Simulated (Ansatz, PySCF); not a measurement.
In(Br)(Me)(NH2) (CH₅BrInN), SMILES [Br][In]([CH3])[NH2].

The structure is a stationary point at B3LYP-D3(BJ)/def2-SVP. The structure was generated by enumeration; whether it is a known compound was not checked. The def2 effective core potentials stand for the cores of In; spin–orbit coupling is left out. One conformer was computed; it need not be the lowest.

Vertical ionisation energy (IE) and electron affinity (EA) in eV. Rows of orbital energies are one-electron estimates. Where ΔSCF, EOM or ADC give a negative EA the extra electron is unbound and the value depends on the basis.

| level | IE | EA |
|---|---|---|
| −ε(HOMO), −ε(LUMO), PBE0/def2-TZVP (PySCF) | ___ | ___ |
| −ε(HOMO), −ε(LUMO), PBE/def2-TZVP (PySCF) | 5.94 | 2.00 |
| ΔSCF, CAM-B3LYP/def2-SVPD (Ansatz), final states of multiplicity 2 and 2 | 9.48 | -0.02 |
| ΔSCF, PBE/def2-SVPD (Ansatz), final states of multiplicity 2 and 2 | 8.92 | 0.13 |

Task: Complete the blanks. (Estimate from the structure and the level; the computed values follow.)

Result: 
- −ε(HOMO), −ε(LUMO), PBE0/def2-TZVP (PySCF), IE: 7.27
- −ε(HOMO), −ε(LUMO), PBE0/def2-TZVP (PySCF), EA: 1.18

Task: What vertical singlet–triplet gap does ΔSCF give with CAM-B3LYP/def2-SVPD (Ansatz, a first-principles code) and with PBE/def2-SVPD (Ansatz)? (The exact figures need the calculation; the answer reports its results.)

Result: 4.55 and 4.04 eV (triplet above singlet where positive).
